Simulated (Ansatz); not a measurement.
Ansatz results at the PBE0-D4/def2-TZVP geometry: size of the dipole moment (PBE/def2-TZVPP) 2.34 D; HOMO–LUMO gap (B3LYP/def2-TZVPP) 5.84 eV; ideal-gas entropy at 298 K and 1 bar (rigid rotor, harmonic PBE0-D4/def2-TZVP) 289 J/(mol·K).

Each molecule was computed in one conformer, which needn't be the lowest.

Which molecule gave them?
A. `NC=C=C=O`
B. `B[O][AlH][NH2]`
C. `C=C1N=C1O`
D. `c1cocn1`

C. The others give `B[O][AlH][NH2]`: 2.21, 6.78, 338; `NC=C=C=O`: 5.34, 4.72, 303; `c1cocn1`: 1.56, 6.75, 270.

B3LYP here is the variant with VWN-RPA as its local correlation; programs differ in this.
